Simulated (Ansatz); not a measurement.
C2H4S, SMILES `C[C]S` (lower singlet; C–C–S–H torsion 0°) (charge 0, multiplicity 1). This singlet lies 0.83 eV below the relaxed triplet at the level frozen-core CCSD(T)/cc-pVTZ // B3LYP-D3(BJ)/def2-TZVP (Ansatz, a program for electronic structure).

Cartesian coordinates (Å):
SMILES: [C](S)C
```xyz
7

C     -0.7251     0.0293    -0.0020
C      0.4992    -0.7377     0.3080
S      1.8662    -0.4549    -0.5263
H     -1.0597     0.5245     0.9157
H     -0.6445     0.7731    -0.8097
H     -1.5239    -0.6810    -0.2401
H      1.5878     0.5467    -1.4548
```
Charge 0, multiplicity 1.

Frozen-core energies in 6-31g from Ansatz at a geometry from B3LYP-D3(BJ)/def2-TZVP; the HF reference has <S^2> = 0.00 (restricted, and unstable towards unrestricted orbitals) and the T1 diagnostic is 0.025.

```
level  energy (Ha)
-----  -----------
HF      -475.38168
MP2     -475.60420
CCSD    -475.64149
```

Problem. Estimate the energies of CCSD(T), CCSDT and CCSDT(Q), and give each level's difference from CCSDT(Q).

Solution. 
```
level     energy (Ha)  difference from CCSDT(Q) (mHa)
--------  -----------  ------------------------------
MP2        -475.60420                           46.74
CCSD       -475.64149                            9.46
CCSD(T)    -475.64946                            1.48
CCSDT      -475.65048                            0.46
CCSDT(Q)   -475.65094                            0.00
```
